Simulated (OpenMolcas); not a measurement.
# Ce3+: moving or changing the point charges

Ce3+ among 12 point charges of -1 e arranged as a cuboctahedron (Oh), 2.22 Å from the ion.

```
Program             : OpenMolcas 26.06
Method              : SS-CASPT2, IPEA 0.25 Eh, imaginary shift 0.1 Eh (closed shells correlated: 5s 5p)
Basis               : ANO-RCC-VDZP [7s6p4d2f1g]
Scalar Hamiltonian  : DKH2, point nucleus
Active space        : 1 electron in 7 orbitals (4f)
State averaging     : 2S+1 = 2 odd, 7 roots
Spin-orbit coupling : RASSI with atomic mean-field integrals over the reference wave functions
```

Runs around this geometry, states (labels of O, the rotations of Oh). Energies in cm-1 above the lowest state or level, χT in cm3 K/mol; under a threefold ground state the first gap can be a small split of the lowest multiplet, not the spin-orbit step.

```tsv
R (Å)	Ground state	First state of that spin	First gap with spin-orbit (degeneracies)	Width of lowest J	χT at 300 K
2.22	2T1	2A2 760	560 (4, 2)	561	0.659
2.47	2T1	2T2 450	330 (4, 2)	329	0.744
2.64	2T1	2T2 320	270 (4, 2)	271	0.765
```

Taking the width of the lowest J multiplet as R^-n, n = -ln(271 / 561) / ln(2.64 / 2.22) = 4.2 between the shortest and longest distance.

Roots that are degenerate in the reference are averaged as groups; the widest CASPT2 spread within a group is 50 cm-1 (the 3-fold group of multiplicity 2 near 449 cm-1 above the lowest state of its run, R = 2.47). Shifts and gaps below about the spread of the groups concerned are not significant. This is an electrostatic model: the charges have no orbitals. No measured value stands beside these numbers.
